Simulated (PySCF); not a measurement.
GeH5Si, SMILES [GeH3][SiH2] (connectivity only; charge and spin as stated), charge +1, multiplicity 1.

Geometry optimised at B3LYP-D3(BJ)/def2-TZVP. The spin state was assumed, not searched. The isomer is the one that the SMILES or the coordinates give; other isomers of the formula were not compared.

Two levels are set side by side: TDDFT-PBE/def2-SVPD (PySCF) and ADC(2)/aug-cc-pVDZ (PySCF). Vertical, same geometry; the bases differ. Differences are taken from unrounded values.

```csv
quantity,ADC(2),TDDFT-PBE,TDDFT-PBE minus ADC(2)
lowest singlet excitation (eV),3.92,3.43,-0.49
```

A lower first singlet is the usual sign of a functional without exact exchange. Differences between two approximate levels are no errors against the true value.

Rough cost on one machine, each run with all the roots and properties that it gave: ADC(2) against TDDFT-PBE about 20 times.
